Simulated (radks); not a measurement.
Initial-state core-level shifts of the technetium ion Tc+ when its valence configuration changes from [Kr] 4d5 5s1. Method: scalar-relativistic Kohn-Sham, BLYP, spin-polarised, spherical densities, finite nucleus; open shells are filled with parallel spins first (spin-orbit coupling, left out, can overturn this in heavy ions); Fermi nuclear charge, rms radius 4.4112 fm; computed with a radial shooting solver on a logarithmic mesh with Libxc functionals. Shifts are changes of the shell-averaged eigenvalues in eV (positive: less bound); the change of the density at the nucleus, which sets a Mossbauer isomer shift, is in e/bohr^3, on a base of 1.023e+05.

valence               3s       3p       4s       4p  density at nucleus
4d4 5s1 5p1       -5.630   -5.630   -5.175   -4.960               +5.11
4d5 5p1           -1.268   -1.267   -1.275   -1.272              -17.59
4d4 5s2           -4.532   -4.532   -4.118   -3.924              +21.36
4d3 5s1 5p2      -11.565  -11.564  -10.453   -9.984              +11.15
4d3.5 5s1.5 5p1   -8.070   -8.070   -7.334   -7.009              +17.25
4d6               +3.435   +3.435   +3.123   +2.960              -19.55
4d3 5p3          -12.722  -12.720  -11.580  -11.096              -11.01
4d2 5s1 5p3      -17.772  -17.770  -15.789  -15.033              +18.00
4d5.5 5s0.5       +1.780   +1.780   +1.605   +1.519              -10.35
